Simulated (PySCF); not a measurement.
Species: C2H9AsSi.
Bonds: C1–C2, C2–As3, As3–Si4. Hydrogens: H5, H6, H7 on C1; H8, H9 on C2; H10 on As3; H11, H12, H13 on Si4.

Lines to be assigned: C 1s: 290.47 (area 1), 290.77 (area 1) eV; Si 1s: 1846.23 eV; Si 2p3/2: 106.50 eV.

Method used: delta-SCF UKS SCAN, pcX-2 on the ionised atom, pcseg-1 elsewhere, spin-free X2C (PySCF). Geometry: PBE0-D3(BJ)/def2-SVP, one conformer, isolated molecule.

Task: Order the carbon atoms by C 1s binding energy.

Result: 290.47 eV: C2 (chain CH2 carbon); 290.77 eV: C1 (methyl carbon). Lowest listed C 1s: C2, bonded to C, 2 H and As. Highest, 0.30 eV above it: C1, bonded to C and 3 H.

Bonded neighbours of each site: C1: C and 3 H; C2: C, 2 H and As; Si4: 3 H and As.

Task: Which effective nuclear charge Zeff reproduces each element's mean 1s value in the hydrogen-like formula E = 13.606 eV × Zeff²?

Result: C (Z = 6): mean 290.6 eV, Zeff = 4.62, Z − Zeff = 1.38; Si (Z = 14): mean 1846.2 eV, Zeff = 11.65, Z − Zeff = 2.35. Means run over the listed sites, weighted by atom count.

2p3/2 and 2p1/2 are the ΔSCF energy of one spin-free 2p hole plus the eigenvalues of a spin–orbit and ligand-field matrix of the shell. 2p1/2 minus 2p3/2 (ligand field included): Si 0.62 eV. No level of arsenic is listed.

Conformer computed: `[CH3:1][CH2:2][AsH:3][SiH3:4]`: C1–C2–As3–Si4 -72°.
